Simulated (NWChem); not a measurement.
System: CH$_{6}$AlFSi; SMILES [CH3][Al]([F])[SiH3]

```xyz
10

Al     0.0835    -0.5324    -0.0018
F      1.6631    -1.0907     0.0068
C     -1.3191    -1.8798    -0.0011
H     -1.2152    -2.5462    -0.8743
H     -2.3329    -1.4505    -0.0195
H     -1.2373    -2.5203     0.8938
Si    -0.1505     1.9077    -0.0044
H     -1.5848     2.3265    -0.1192
H      0.5985     2.5259    -1.1455
H      0.3928     2.4995     1.2613
```
Atoms are numbered in this order, from 1.

All runs: NWChem. The geometry was optimised at PBE0/def2-SVP. Atomic charges in e: unrestrained fits to the electrostatic potential beside Mulliken populations; buried atoms are poorly determined by the fit.

**Question.** What does the run give for B3LYP/def2-SVP? Quantities: ESP Al1; Mulliken Al1; ESP F2; Mulliken F2; ESP C3; Mulliken C3; ESP Si7; Mulliken Si7; relative RMS misfit of the potential (%).

**Answer.** 
```
Property                                  Value
----------------------------------------  -----
ESP Al1                                    0.81
Mulliken Al1                               0.77
ESP F2                                    -0.44
Mulliken F2                               -0.39
ESP C3                                    -0.45
Mulliken C3                               -0.34
ESP Si7                                   -0.03
Mulliken Si7                               0.04
relative RMS misfit of the potential (%)     29
```
